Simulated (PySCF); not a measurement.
## Two-photon absorption: 3-chlorothiophenol, C₆H₅ClS

Geometry:
| atom | x (Å) | y (Å) | z (Å) |
| --- | --- | --- | --- |
| S1 | 2.641 | 0.001 | 0.027 |
| C2 | 0.879 | 0.088 | 0.043 |
| C3 | 0.167 | -1.118 | 0.087 |
| C4 | -1.224 | -1.102 | 0.101 |
| C5 | -1.930 | 0.099 | 0.073 |
| C6 | -1.211 | 1.291 | 0.030 |
| Cl7 | -2.058 | 2.801 | -0.006 |
| C8 | 0.182 | 1.301 | 0.015 |
| H9 | 2.865 | 1.331 | -0.014 |
| H10 | 0.705 | -2.068 | 0.109 |
| H11 | -1.772 | -2.047 | 0.135 |
| H12 | -3.020 | 0.119 | 0.084 |
| H13 | 0.708 | 2.256 | -0.019 |

Computed with TDDFT CAM-B3LYP/aug-cc-pVDZ excited states, vertical, gas phase in PySCF. Geometry: PBE0-D3(BJ)/def2-SVP.

Task: How strongly do the lowest singlets absorb one photon, and two photons of half the energy?

Result: δ for parallel linear polarisation; σ at the peak of a Lorentzian of half width 0.1 eV, single beam; Ω is circular over linear.
| state | E (eV) | f | photon λ (nm) | δ (au) | σ (GM) | Ω | main |
| --- | --- | --- | --- | --- | --- | --- | --- |
| S1 | 4.88 | 0.017 | 508 | 12 | 0.10 | 1.50 | HOMO→LUMO 0.72, HOMO−1→LUMO+2 0.17 |
| S2 | 5.10 | 0.002 | 486 | 4.24 | 0.04 | 1.50 | HOMO→LUMO+1 0.50, HOMO→LUMO+5 0.22 |
| S3 | 5.36 | 0.167 | 463 | 187 | 1.97 | 0.69 | HOMO→LUMO+2 0.80, HOMO−1→LUMO 0.11 |
| S4 | 5.83 | 0.016 | 425 | 121 | 1.51 | 1.50 | HOMO→LUMO+5 0.41, HOMO→LUMO+3 0.24 |
| S5 | 6.09 | 0.001 | 407 | 3.35 | 0.05 | 1.50 | HOMO→LUMO+3 0.44, HOMO→LUMO+1 0.23 |
| S6 | 6.12 | 0.201 | 405 | 26.2 | 0.36 | 1.50 | HOMO−1→LUMO+2 0.40, HOMO−1→LUMO 0.31 |

Among these, the strongest one-photon state is S6, the strongest two-photon state S3, with a dipole change of 2.4 D (relaxed, norm of the difference vector).
